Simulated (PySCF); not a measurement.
**Correlation energy of C (carbon, neutral)**

[He] 2s2 2p2, high-spin 3P determinant. All numbers are calculated (PySCF 2.14, no relativity, point nucleus, in aug-cc-pVDZ). Frozen: 1s2; 4 electrons correlated.

MP2 pair energies summed by pair of shells (mhartree):

```json
{"pair": "2s-2p", "energy": "-31.74", "share (%)": "59.1"}
{"pair": "2s-2s", "energy": "-16.11", "share (%)": "30.0"}
{"pair": "2p-2p", "energy": "-5.85", "share (%)": "10.9"}
```

Total MP2 correlation energy: -53.70 mhartree.

Same-spin part -9.80 and opposite-spin part -43.90 mhartree; SCS-MP2 scales them by 1/3 and 6/5 to -55.95 mhartree.

```json
{"level": "CCSD", "correlation energy (mhartree)": "-75.84"}
{"level": "(T)", "correlation energy (mhartree)": "-1.26"}
{"level": "CCSD(T)", "correlation energy (mhartree)": "-77.10"}
```

Diagnostics: T1 = 0.0096, D1 = 0.0172, largest double amplitude 0.078.

Q: Is a single reference adequate?

A: Mostly. T1 lies below 0.03, but a double amplitude of this size points to a near-degeneracy that CCSD handles and MP2 describes poorly.
